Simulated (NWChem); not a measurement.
MoNH2SOBr; SMILES [OH][Mo]([Br])(=[S])=[NH]

```xyz
7

Mo    -0.2453    -0.5299    -0.0409
N     -0.8811    -0.8664    -1.5886
H     -0.8360    -1.2603    -2.5284
S      1.5749    -1.5751     0.1649
Br     0.1756     1.8553     0.0481
O     -1.4606    -1.0947     1.2500
H     -2.3547    -1.3956     1.0455
```
Atoms are numbered in this order, from 1.

All runs: NWChem. All runs use the structure optimised with PBE0/def2-SVP. No frequency run checked for a minimum. def2 effective core potentials on Mo; no spin-orbit coupling. Total energies compare along this basis series because the functional is fixed.

```json
[
 {"level": "PBE/def2-SVP", "basis functions": "119", "energy (Ha)": "-3170.6961", "highest occupied level (eV)": "-6.33", "orbital gap (eV)": "2.94", "dipole (D)": "3.32", "relative time": "1"},
 {"level": "PBE/def2-SVPD", "basis functions": "161", "energy (Ha)": "-3170.7151", "highest occupied level (eV)": "-6.52", "orbital gap (eV)": "2.85", "dipole (D)": "3.17", "relative time": "2"},
 {"level": "PBE/def2-TZVP", "basis functions": "199", "energy (Ha)": "-3171.3237", "highest occupied level (eV)": "-6.42", "orbital gap (eV)": "2.87", "dipole (D)": "3.20", "relative time": "3"},
 {"level": "PBE/def2-TZVPD", "basis functions": "238", "energy (Ha)": "-3171.3266", "highest occupied level (eV)": "-6.46", "orbital gap (eV)": "2.86", "dipole (D)": "3.13", "relative time": "6"},
 {"level": "PBE/def2-TZVPP", "basis functions": "236", "energy (Ha)": "-3171.3303", "highest occupied level (eV)": "-6.42", "orbital gap (eV)": "2.88", "dipole (D)": "3.17", "relative time": "4"}
]
```

Times are rough ratios from one shared machine.
